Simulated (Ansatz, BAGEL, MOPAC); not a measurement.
## SiCl3F (trichlorofluorosilane): methods side by side

SiCl3F, singlet, SMILES `F[Si](Cl)(Cl)Cl`. Each level relaxes the structure for itself.

Each level gives the highest harmonic wavenumber at each level's own minimum (cm⁻¹). The values are calculated.

```csv
level,kind,program,value (cm⁻¹)
AM1,semi-empirical,MOPAC,1155
PM3,semi-empirical,MOPAC,929
MNDOD,semi-empirical,MOPAC,991
PM7,semi-empirical,MOPAC,923
HF/STO-3G (density fitting with qzvpp-jkfit),Hartree–Fock,BAGEL,1016
HF/3-21G (density fitting with tzvpp-jkfit),Hartree–Fock,BAGEL,1030
HF/6-31G (density fitting with qzvpp-jkfit),Hartree–Fock,BAGEL,922
"HF/6-31G* (density fitting with qzvpp-jkfit, spherical functions)",Hartree–Fock,BAGEL,1013
PBE0-D4/def2-TZVP,global hybrid,Ansatz,944
```

Harmonic and unscaled. The values span 922 to 1155 cm⁻¹.
